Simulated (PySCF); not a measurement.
How methods differ on the electron affinity of Sn

Sn- [Kr] 4d10 5s2 5p3 (4S) → Sn [Kr] 4d10 5s2 5p2 (3P), as a difference of total energies. Calculation: PySCF 2.14, in aug-cc-pwCVTZ-PP with ECP28MDF (8s7p6d4f1g, 96 functions); scalar relativity through the core potential. Correlated levels: valence: 4s2 4p6 4d10 frozen. The calculations carry no spin-orbit coupling.

| method | electron affinity (eV) | difference from reference (eV) |
| --- | --- | --- |
| UHF | 0.951 | -0.161 |
| MP2 (valence) | 1.356 | +0.244 |
| SCS-MP2 (valence) | 1.215 | +0.103 |
| CCSD (valence) | 1.341 | +0.229 |
| CCSD(T) (valence) | 1.385 | +0.273 |

Reference: 1.112 eV (measured; photodetachment measurements, as compiled on the Wikipedia data page of electron affinities).

The reference lies between the lowest fine-structure levels, while these numbers refer to the centres of the terms.

Errors of the correlated levels include the incompleteness of this basis and the frozen core.
